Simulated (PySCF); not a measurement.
**Excited states of Ti⁴⁺ (titanium, charge +4)**

Ground state [Ar], ¹S. Computed with PySCF 2.14 in aug-cc-pVTZ with one added diffuse shell each of s, p, d, f, g type (9s8p6d4f3g, 118 functions), with no relativity, point nucleus. Vertical excitation energies in eV without spin-orbit coupling; excited terms of each kind are numbered among those the solver found. Frozen: [Ne].

```
 term  leading excitation  EOM-EE-CCSD
1 3P°              3p → d       34.000
1 3F°              3p → d       35.647
1 1D°              3p → d       37.979
1 3D°              3p → d       38.162
1 1F°              3p → d       38.454
1 1P°              3p → d       49.529
 1 3S              3p → p       59.517
 1 3D              3p → p       60.839
 1 1D              3p → p       60.869
 1 1P              3p → p       61.288
 1 3P              3p → p       61.346
 1 1S              3p → p       63.513
```

The solver can miss terms.
